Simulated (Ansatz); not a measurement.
`C[S][AlH][Cl]` and `[BH2][AlH][S]C` differ in one atom or group.

Ansatz, PBE0-D4/def2-TZVP geometries, multiplicity 1. Each molecule was computed in one conformer, which needn't be the lowest.

```json
{"property": "LUMO energy (ωB97M-V/def2-TZVPP) / eV", "`C[S][AlH][Cl]`": "0.53"}
{"property": "size of the dipole moment (PBE/def2-TZVPP) / D", "`C[S][AlH][Cl]`": "2.45"}
{"property": "size of the dipole moment (B3LYP/def2-TZVPP) / D", "`C[S][AlH][Cl]`": "2.48"}
{"property": "HOMO energy (ωB97M-V/def2-TZVPP) / eV", "`C[S][AlH][Cl]`": "-9.57"}
{"property": "LUMO energy (PBE/def2-TZVPP) / eV", "`C[S][AlH][Cl]`": "-1.85"}
{"property": "size of the dipole moment (ωB97M-V/def2-TZVPP) / D", "`C[S][AlH][Cl]`": "2.44"}
```

Problem. Give the same properties after the change, and the shifts. (Estimate.)

Solution. Ansatz gave: 
| property | `[BH2][AlH][S]C` | shift |
| --- | --- | --- |
| LUMO energy (ωB97M-V/def2-TZVPP) / eV | -0.59 | -1.12 |
| size of the dipole moment (PBE/def2-TZVPP) / D | 1.73 | -0.72 |
| size of the dipole moment (B3LYP/def2-TZVPP) / D | 1.76 | -0.72 |
| HOMO energy (ωB97M-V/def2-TZVPP) / eV | -9.27 | 0.30 |
| LUMO energy (PBE/def2-TZVPP) / eV | -3.54 | -1.69 |
| size of the dipole moment (ωB97M-V/def2-TZVPP) / D | 1.77 | -0.67 |

With PBE0 the HOMO rises by 0.31 eV and the LUMO falls by 1.44 eV, so the gap narrows by about 1.75 eV. PBE moves the HOMO by 0.27 eV and ωB97M-V by 0.30 eV. Dipoles are sizes alone; their direction can turn.

B3LYP here is the variant with VWN-RPA as its local correlation; programs differ in this.
